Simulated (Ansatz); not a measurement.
**Question.** Name a neutral molecule of C, N, Si and H with HOMO energy (PBE/def2-TZVPP) between -5.60 and -5.30 eV and size of the dipole moment (PBE/def2-TZVPP) between 0.75 and 1.05 D (Ansatz, PBE0-D4/def2-TZVP geometry).

**Answer.** `[SiH3]/N=C\[SiH2][SiH3]` (-5.42 eV, 1.05 D); `N=C([SiH3])[SiH2]N` (-5.40 eV, 0.75 D). Other molecules can fit too; these were computed, each in one conformer that needn't be the lowest.
